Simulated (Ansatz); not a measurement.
A nudged elastic band was laid between two geometries of AsH3O2 (6 atoms, charge 0, multiplicity 1).

The calculation used RKS PBE0/def2-mTZVP (Ansatz).

```
movable images  : 7
climbing image  : yes
spring          : 5.0 eV/Å²
optimiser       : lbfgs
start path      : IDPP
force threshold : 0.03 eV/Å
iteration limit : 60
end points      : relaxed
largest step    : 0.5 Å
```

Initial state:

```xyz
6
Properties=species:S:1:pos:R:3
O -1.355 -0.043 -0.479
As 0.414 0.251 -0.585
O 0.933 -0.139 1.090
H -1.570 -0.867 -0.931
H 0.237 1.725 -0.237
H 1.384 -0.991 1.095
```

Final state:

```xyz
6
Properties=species:S:1:pos:R:3
O -0.757 -0.315 -1.272
As 0.707 0.320 -0.466
O 0.522 -0.378 1.184
H -1.548 -0.135 -0.750
H 0.100 1.647 0.018
H 1.019 -1.202 1.240
```

Q: Which bonds break or form, and what moves?

A: No bond is made or broken. The dihedral H4–O1–As2–O3 goes from -106 to 51°.

Q: Give the energies along the band, and the barrier.

A: It converged. The highest image is number 4 of 0 to 8, 0.107 eV above the first end and 0.149 eV above the last; the last end lies 0.042 eV below the first. Another band between the same ends (7 images) ends at a top of the same energy, where a vibrational analysis finds 1 clearly imaginary mode.

```
image  path coordinate (Å)  energy (eV)  dihedral H4–O1–As2–O3 (°)
    0                 0.00        0.000                       -106
    1                 0.21        0.013                        -87
    2                 0.42        0.048                        -69
    3                 0.63        0.088                        -49
    4                 0.84        0.107                        -29
    5                 1.06        0.080                         -7
    6                 1.30        0.019                         15
    7                 1.53       -0.028                         34
    8                 1.76       -0.042                         51
```

Q: What is the geometry of the highest image?

A: 
```xyz
6
Properties=species:S:1:pos:R:3
O -1.072 0.039 -1.084
As 0.598 0.391 -0.525
O 0.517 -0.385 1.099
H -1.380 -0.778 -0.674
H 0.232 1.783 0.010
H 1.147 -1.114 1.128
```

The run took 14 min on 1 thread of Intel(R) Xeon(R) Processor, on a shared host, peak memory 0.21 GiB.
